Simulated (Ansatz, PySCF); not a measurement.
Energy difference R1 → 2 P1, each structure at its B3LYP-D3(BJ)/def2-TZVP stationary point, reached from a drawn start (curvature not checked).
R1, O2 (SMILES O=O) (charge 0, multiplicity 3):
```csv
atom,x (Å),y (Å),z (Å)
O,0.0000,0.0000,-0.6021
O,0.0000,0.0000,0.6021
```
P1: O atom, charge 0, multiplicity 3.

```csv
level,reaction energy (eV),minus CCSD(T)/cc-pVQZ
HF/cc-pVTZ,1.421,-3.661
HF/cc-pVQZ,1.452,-3.629
SVWN5/def2-TZVPP,7.587,2.506
BLYP/def2-TZVPP,5.881,0.799
revPBE/def2-TZVPP,5.849,0.768
B3LYP/def2-TZVPP,5.366,0.285
M06-2X/def2-TZVPP,5.291,0.209
wB97X-V/def2-TZVPP,5.486,0.405
MP2/cc-pVDZ,5.007,-0.075
MP2/cc-pVTZ,5.438,0.356
CCSD/cc-pVDZ,4.289,-0.793
CCSD/cc-pVTZ,4.603,-0.479
CCSD(T)/cc-pVTZ,4.926,-0.156
CCSD(T)/cc-pVQZ,5.081,0.000
```

 The comparison column counts from a level with limits of its own.

P less R. No zero-point or thermal terms; open shells are unrestricted; no spin–orbit coupling.

Cores are frozen in the correlated methods.

The values were computed with Ansatz (Gaussian basis) for Hartree–Fock, density functionals and correlated methods; PySCF for M06-2X. Each number belongs to the level named beside it.

Ansatz is a program for electronic structure.
